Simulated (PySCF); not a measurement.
Bond curve of SrTl

Set-up: Sr def2-SVP with ECP28, Tl def2-SVP with ECP60; scalar-relativistic core potentials (PySCF 2.14). Energies in eV from Sr + Tl in their ground configurations at the same level. State: ²Π (doublet), unpaired electrons π ↑.

```csv
R (Å),ROHF-CCSD(T),BLYP
2.988,,-0.1606
3.127,-0.2178,-0.3389
3.266,-0.3198,-0.4375
3.370,-0.3580,-0.4747
3.474,-0.3733,-0.4893
3.578,-0.3722,-0.4875
3.717,-0.3541,-0.4671
3.891,-0.3167,-0.4243
4.099,-0.2651,-0.3613
4.377,,-0.2757
```

Question: Put a parabola through the three lowest points of the ROHF-CCSD(T) curve and estimate Re, k and ωe (reduced mass 61.52 u; 1 eV/Å² = 0.16022 mdyn/Å; ωe = 1302.8·√(k/μ) cm⁻¹).

Answer: Through R = 3.37, 3.474, 3.578 Å the second-order coefficient is 0.758 eV/Å², so Re ≈ 3.519 Å, k ≈ 0.243 mdyn/Å and ωe ≈ 82 cm⁻¹. A polynomial fit of higher order to the unrounded ROHF-CCSD(T) energies gives Re = 3.516 Å, k = 0.206 mdyn/Å, ωe = 75.5 cm⁻¹; anharmonicity and rounding make the difference.

The higher-order fit for each curve: ROHF-CCSD(T): Re = 3.516 Å, ωe = 75.5 cm⁻¹, De = 0.375 eV; BLYP: Re = 3.511 Å, ωe = 77.2 cm⁻¹, De = 0.490 eV.

Correlated steps freeze 4 core orbitals. Correlated levels converge slowly with the basis: in double zeta they bind strong bonds too weakly, by up to about 1 eV, and carry superposition errors of some tenths. Spin–orbit coupling is left out, which matters for elements this heavy, above all for dissociation energies. The state is the lowest determinant that a PBE0 search found; another state may lie lower at other levels.
